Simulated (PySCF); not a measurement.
# Working out the ionisation energy of Se⁺

Se⁺ [Ar] 3d10 4s2 4p3 (4S) → Se²⁺ [Ar] 3d10 4s2 4p2 (3P). Computed with PySCF 2.14 in def2-TZVP, with the non-relativistic Hamiltonian (point nucleus). Frozen: [Ar] 3d10. Energies in hartree (1 hartree = 27.21139 eV):

```csv
part,Se⁺ (lower),Se²⁺ (upper)
UHF,-2399.511622,-2398.745654
CCSD correlation,-0.090641,-0.073590
(T),-0.002635,-0.001568
```

Q: What does Hartree-Fock give?

A: (-2398.745654) − (-2399.511622) = 0.765968 hartree = 20.843 eV.

Q: What do CCSD and CCSD(T) give?

A: The CCSD correlation energies differ by 0.017051 hartree = 0.464 eV and the triples by 0.001067 hartree = 0.029 eV, so CCSD gives 21.307 eV and CCSD(T) 21.336 eV.

Reference: 21.196 ± 0.01 eV (measured; NIST Atomic Spectra Database, ionization energies), between the lowest levels; spin-orbit coupling is absent from the calculation.

The calculation is non-relativistic.

What remains against the reference includes basis incompleteness, the frozen core and higher excitations.
